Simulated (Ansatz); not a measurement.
B₆H⁺. Total charge 1; triplet. Geometry PBE0-D4/def2-SVP, that of the charge +1 singlet; atoms count from 1.

```xyz
7

B    -1.3560    0.9504   -0.7875
B     0.9831   -0.7530   -0.0505
B     0.1948   -0.2722   -1.3461
B     0.7188   -0.4042    1.4726
B    -0.8966    0.4511   -2.2076
B    -0.3799    0.3328    0.2599
H     0.7359   -0.3050    2.6592
```

At PBE0-D4/def2-TZVP a singlet of charge 1 lies 1.22 eV below the triplet at the same geometry. The structure comes from a short search, and lower isomers may exist.

Q: Estimate the Mulliken populations from the PBE0/def2-TZVP orbitals of Ansatz.

A: 
| atom | charge (e) | spin (α − β) |
| --- | --- | --- |
| B1 | 0.19 | 0.32 |
| B2 | 0.08 | 0.25 |
| B3 | 0.04 | 0.10 |
| B4 | 0.14 | 0.53 |
| B5 | 0.35 | 0.55 |
| B6 | 0.02 | 0.27 |
| H7 | 0.18 | -0.02 |
Mulliken values and Mayer orders depend strongly on the basis.

Q: Where does the spin sit?

A: Summed by element: B 2.02, H -0.02, of 2 unpaired in all. Largest on single atoms: B5 0.55, B4 0.53, B1 0.32.

Q: And the Mayer bond orders between bonded heavy atoms (over 0.3)?

A: B1–B5 1.35 (1.57 Å); B1–B6 1.05 (1.56 Å); B2–B3 1.04 (1.59 Å); B2–B4 1.25 (1.58 Å); B2–B6 0.70 (1.77 Å); B3–B5 1.19 (1.57 Å); B3–B6 0.62 (1.81 Å); B4–B6 0.71 (1.79 Å). Values over 0.3 also appear between atoms too far apart for a bond (B1–B3 0.51 at 2.05 Å); they arise where an orbital or an unpaired electron spreads over both atoms.
